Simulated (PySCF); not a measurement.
C₃H₈Si, SMILES C1C[SiH2]C1.

Geometry: B3LYP-D3(BJ)/def2-SVP.

All values below come from CAM-B3LYP/def2-TZVP run with PySCF.

Symmetry labels are those of the subgroup Cs that the program uses (full group Cs).

Computed valence orbital energies around the gap with their symmetry:
```tsv
orbital	symmetry	energy (eV)
HOMO−7	A'	-14.39
HOMO−6	A'	-13.77
HOMO−5	A"	-12.37
HOMO−4	A'	-11.30
HOMO−3	A"	-11.04
HOMO−2	A'	-10.41
HOMO−1	A"	-9.54
HOMO	A'	-9.19
LUMO	A"	1.28
LUMO+1	A'	1.83
LUMO+2	A'	2.59
LUMO+3	A'	2.77
```
